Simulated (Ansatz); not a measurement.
# Relaxing a trial structure of C3H8BN

The starting geometry of this gas-phase singlet was optimised with GFN2-xTB; its bonds are those of `BC1(N)CC1`.

```xyz
13

C     0.0306   -0.1064   -0.5888
C    -0.9997   -0.7359    0.3693
C     0.0561   -1.5862   -0.2329
B    -0.4986    0.3264   -1.9689
N     1.0978    0.6653    0.0009
H    -1.3045   -0.3289   -2.5022
H    -0.1227    1.3159   -2.4650
H     1.2505    0.4177    0.9725
H     0.9031    1.6573   -0.0551
H    -2.0176   -0.8502    0.0315
H    -0.9123   -0.4679    1.4133
H    -0.2223   -2.2977   -0.9937
H     0.8754   -1.9097    0.3919
```

Question: Where would you expect an optimisation with PBE-D3(BJ)/def2-SVP to take it?

Answer: It rearranges, giving a structure given below by its coordinates. Contacts that open: C1–C2 (1.54 → 2.00 Å). Contacts that close: C2–B4 (2.62 → 1.73 Å).

The energy falls by 0.61 eV over 24 steps:

```
step  E − E(last) (eV)
   1             0.609
   4             0.467
   6             0.447
   9             0.367
  11             0.242
  14             0.060
  16             0.015
  19             0.000
  21             0.000
  24             0.000
```

Final geometry (Å):

```csv
atom,x (Å),y (Å),z (Å)
C,0.5186,-0.1533,-0.6853
C,-1.3235,-0.6846,-0.1319
C,0.0406,-1.4421,-0.1106
B,-0.7818,0.2841,-1.4625
N,1.4055,0.6044,-0.0547
H,-1.0182,-0.3747,-2.4723
H,-1.0011,1.4910,-1.5445
H,1.9572,0.2714,0.7422
H,1.5068,1.5874,-0.3202
H,-2.1992,-1.3092,-0.3894
H,-1.4864,-0.1252,0.8081
H,0.0388,-2.2588,-0.8555
H,0.4786,-1.7907,0.8495
```

Frequencies at the end are all real (lowest 129 cm⁻¹). Run with Ansatz 0.2.0, 27 s on 2 threads of Intel(R) Xeon(R) 6975P-C (Granite Rapids) (shared host).
